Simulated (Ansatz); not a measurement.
`BC=C=C=C` + CH₃SH → `BSC` + `C=C=C=C`  (ligand exchange at a B–C bond)

Computed with Ansatz on PBE0-D4/def2-TZVP structures; ΔE is electronic, products minus reactants. CBS: MP2 limit from def2 TZ/QZ plus the TZ coupled-cluster correction, frozen cores. This one scheme is used for every species. Functionals use def2-TZVPP. B3LYP here is the variant with VWN-RPA as its local correlation; programs differ in this.

Task: Is it downhill or uphill in electronic energy at CCSD(T)/CBS, and by how much? (Best estimate.)

Result: The calculation gave: Downhill: ΔE = -71.9 kJ/mol.

Task: What do these levels give: LDA (SPW92), BHLYP-D4, PBE, r2SCAN, B3LYP, r2SCAN0, LC-ωPBE, RPA@PBE/def2-TZVPP, SCS-MP2/def2-TZVPP, MP2/def2-QZVPP, SCS-MP2/def2-QZVPP, MP2/CBS(def2)? (Estimate.)

Result: Ansatz gave: LDA (SPW92) -81.4, BHLYP-D4 -65.9, PBE -76.0, r2SCAN -74.5, B3LYP -68.2, r2SCAN0 -72.6, LC-ωPBE -73.8, RPA@PBE/def2-TZVPP -66.8, SCS-MP2/def2-TZVPP -67.1, MP2/def2-QZVPP -69.9, SCS-MP2/def2-QZVPP -66.9, MP2/CBS(def2) -70.2 kJ/mol.

Task: What do rigid-rotor, harmonic-oscillator terms from PBE0-D4/def2-TZVP frequencies (298.15 K, 1 bar) make of the CCSD(T)/CBS value? (Best estimate.)

Result: Computed: ΔZPE = +5.0 kJ/mol, ΔH = -67.5 kJ/mol, ΔS = -12 J/(mol·K), ΔG = -63.9 kJ/mol.

Largest T1 diagnostic among the species: 0.014.

In def2-TZVPP, CCSD(T) changes the Hartree–Fock value by −15.2 kJ/mol (the triples alone add −2.4 kJ/mol) and MP2 by −13.5 kJ/mol. Leaving LDA and LC-ωPBE aside and taking each functional with its dispersion term where it has one, the values, not all of them listed here, spread over 10.5 kJ/mol, from PBE-D4 to BHLYP-D4. LDA lies −5.4 kJ/mol from PBE without D4.
